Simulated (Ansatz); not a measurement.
The same group exchange along the group F, Cl, Br.

Computed with Ansatz on PBE0-D4/def2-TZVP structures; ΔE is electronic, products minus reactants. CCSD(T)/CBS adds triple-zeta CCSD(T) − MP2 to the extrapolated MP2 energy (def2 sets, frozen cores). This one scheme is used for every species. Functionals use def2-TZVPP. For Br outer-core shells are correlated without core-valence functions, which leaves a few kJ/mol of doubt a bond. Scalar relativity is left out up to krypton. One conformer a species, not always the lowest.

| reaction | CCSD(T)/CBS(def2) (eV) |
| --- | --- |
| `C[O][AlH][F]` + `OC1=NC1` → `C[O][Al]([OH])[F]` + `C1=NC1` | ? |
| `C[O][AlH][Cl]` + `OC1=NC1` → `C[O][Al]([OH])[Cl]` + `C1=NC1` | -1.75 |
| `C[O][AlH][Br]` + `OC1=NC1` → `C[O][Al]([OH])[Br]` + `C1=NC1` | -1.76 |

Question: Fill in the missing values. (Estimate.)

Answer: The calculation gave: `C[O][AlH][F]` + `OC1=NC1` → `C[O][Al]([OH])[F]` + `C1=NC1`: -1.75 eV.

Largest T1 diagnostic: 0.013, for `OC1=NC1`.
